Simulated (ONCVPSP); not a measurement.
Potentials for arsenic (As) compared

Generated with ld1.x 7.5 (TM, RRKJ, ultrasoft, PAW), atompaw 4.2 or ONCVPSP 4.0.1. The cutoff is in Ry: for ld1.x and atompaw files where the sum of valence levels is converged to 10 mRy in a Bessel basis, for ONCV files where the hardest occupied wave has 1 mHa per electron of residual kinetic energy. The error is the largest all-electron minus pseudo excitation energy over each file’s own four to seven test configurations (ionisations up to +4, promotions, holes and added fractions of an electron), all of which were solved. The labels leave out finer settings (local radius, basis sizes, second energies), which also bear on the numbers. Spin-polarised tests are not counted. The rows are a selection from randomly drawn settings: files with unsolved tests, undetermined cutoffs or missed reference levels are left out.

A true bound ghost makes a file unfit for plane-wave use even where its test errors are small: the radial tests pick states by their node count and pass the ghost by.

| potential | cutoff (Ry) | largest error (meV) | bound ghosts |
| --- | --- | --- | --- |
| ONCV, PBE, scalar-relativistic, rc 0.95/1.25/1.00 (spd), local smoothed, core correction no, reference 3s2 3p6 3d10 4s2 4p1, qcut 16.7/11.5/19.1, projectors 2/2/2 | 251 | +3.6 | none |
| ONCV, PBE, scalar-relativistic, rc 1.50/1.80 (sp), local smoothed, core correction yes, reference 4s2 4p3, qcut 4.4/3.9, projectors 3/2 | 20 | -111 | s |
| ONCV, PBE, scalar-relativistic, rc 1.35/0.95/0.70/1.25 (spdf), local smoothed, core correction no, reference 3p6 3d10 4s2 4p1, qcut 4.1/14.3/22.4/7.9, projectors 2/2/2/2 | 393 | -72 | s |

Question: Fill in the row for As: ONCV, PBE, scalar-relativistic, rc 1.25/2.15/1.70 (spd), local smoothed, core correction yes, reference 4s2 4p3, qcut 5/4/5.4, projectors 2/2/2.

Answer: cutoff 57 Ry, largest error -37 meV, bound ghosts: s, d.

Question: Fill in the row for As: ONCV, PBEsol, scalar-relativistic, rc 0.90/1.15/0.80/1.05 (spdf), local smoothed, core correction yes, reference 3s2 3p6 3d10 4s2 4p1.5, qcut 11.1/14.9/19.7/9.6, projectors 2/2/2/1.

Answer: cutoff 312 Ry, largest error -5.6 meV, bound ghosts: none.

Question: Fill in the row for As: ONCV, revPBE, scalar-relativistic, rc 0.95/0.90/1.05 (spd), local smoothed, core correction yes, reference 3s2 3p6 3d10 4s2 4p3, qcut 15.9/12.9/16.2, projectors 2/2/2.

Answer: cutoff 199 Ry, largest error -11 meV, bound ghosts: none.
